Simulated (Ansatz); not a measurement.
Geometry optimisation, Ansatz 0.2.0, RKS PBE-D4/6-31G.

input.yaml

```yaml
crystal:
  periodic: [false, false, false]
  atoms:
    - { symbol: C, position_ang: [-0.2843, 2.2158, 0.3685] }
    - { symbol: C, position_ang: [0.0113, 0.9682, 0.2967] }
    - { symbol: S, position_ang: [-0.8451, -0.1183, -0.7704] }
    - { symbol: Si, position_ang: [0.2034, -2.0194, -0.4659] }
    - { symbol: H, position_ang: [-1.136, 2.6616, -0.2647] }
    - { symbol: H, position_ang: [0.1878, 2.9598, 1.0179] }
    - { symbol: H, position_ang: [0.8555, 0.614, 0.9268] }
    - { symbol: H, position_ang: [-0.4799, -3.0255, -1.3397] }
    - { symbol: H, position_ang: [-0.0027, -2.3989, 1.0072] }
    - { symbol: H, position_ang: [1.5731, -1.9084, -0.7734] }
basis:
  gaussian: { orbitals: "6-31G" }
hamiltonian:
  xc: pbe
  dispersion: d4
relax:
  f_tol: 0.015
  max_steps: 40
output:
  orbitals: {}
```

Command:

```bash
$ ansatz run input.yaml --threads 1 --pin off --max-ram 2048MiB --backend cpu --events-out ev --progress --plain --runs-dir out
```

Task: Where does it end, and by what steps?

Result: It converged. The force dipped under the threshold on the way, but the program's further checks kept it going. Limits of this set-up: no polarisation functions. After 17 steps the energy has fallen by 0.484 eV; H7 moved furthest, 1.00 Å.

```csv
step,energy less start (eV),largest force component (eV/Å),accepted
0,0.0000,5.057,yes
1,-0.3750,1.314,yes
2,-0.3716,1.214,no
3,-0.4519,0.349,yes
4,-0.4575,0.202,yes
5,-0.4653,0.072,yes
6,-0.4626,0.426,no
7,-0.4687,0.024,yes
8,-0.4718,0.067,yes
9,-0.4733,0.210,yes
10,-0.4757,0.217,yes
11,-0.4814,0.077,yes
12,-0.4831,0.014,yes
13,-0.4837,0.081,yes
14,-0.4840,0.027,yes
15,-0.4841,0.016,yes
16,-0.4841,0.015,yes
17,-0.4841,0.007,yes
```

```xyz
10
Properties=species:S:1:pos:R:3
C -0.158 2.242 0.285
C -0.295 0.928 0.524
S -1.150 -0.211 -0.652
Si 0.252 -1.973 -0.525
H -0.479 2.701 -0.654
H 0.276 2.900 1.044
H 0.022 0.461 1.463
H -0.481 -3.127 -1.164
H 0.542 -2.263 0.932
H 1.553 -1.711 -1.250
```

Whether the end is a true minimum wasn't checked by a vibrational analysis.

The run took 2 min on 1 thread of Intel(R) Xeon(R) Processor @ 2.50GHz (Skylake/Cascade Lake) (shared host), peak memory 0.14 GiB.
